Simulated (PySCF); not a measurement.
3-methylidenefuran (C5H6O), SMILES C=C1C=COC1.

Geometry: B3LYP-D3(BJ)/def2-SVP. One conformer was computed; it need not be the lowest.

Calculation: PySCF with B3LYP-D3(BJ)/def2-SVP.

No scaling factor is applied to the harmonic values.

```
mode  ν (cm⁻¹)  IR (km/mol)  moving atoms (share of kinetic energy)
----  --------  -----------  --------------------------------------
1          127          2.2                  C 47 %, H 31 %, O 23 %
2          356          1.9                          C 58 %, H 38 %
3          368         18.6                   C 54 %, H 37 %, O 9 %
4          558          0.2                   H 46 %, C 45 %, O 9 %
5          639          0.8                  C 65 %, O 24 %, H 11 %
6          690          6.1                          H 81 %, C 17 %
7          802         17.3                          H 77 %, C 22 %
8          844          7.1                  C 61 %, O 29 %, H 10 %
9          851         50.1                          H 72 %, C 28 %
10         881          1.1                          C 71 %, H 27 %
11         929          0.8                          H 71 %, C 28 %
12         948         12.8                          H 48 %, C 47 %
13         986         43.6                  C 52 %, H 27 %, O 21 %
14        1005          0.4                          H 53 %, C 46 %
15        1073         27.3                  H 58 %, C 25 %, O 17 %
16        1177        113.0                  H 46 %, C 32 %, O 22 %
17        1204          1.6                                  H 93 %
18        1268          2.9                          H 53 %, C 43 %
19        1328          7.6                          H 48 %, C 47 %
20        1371          7.5                          H 58 %, C 37 %
21        1440          2.2                          H 75 %, C 24 %
22        1465          5.8                          H 88 %, C 10 %
23        1644         96.1                          C 87 %, H 11 %
24        1714         62.7                                  C 93 %
25        3045         20.8                                  H 95 %
26        3093         13.2                          H 90 %, C 10 %
27        3143          1.9                                  H 95 %
28        3231          1.2                           H 92 %, C 8 %
29        3239          7.6                          H 89 %, C 11 %
30        3258          2.0                          H 90 %, C 10 %
```
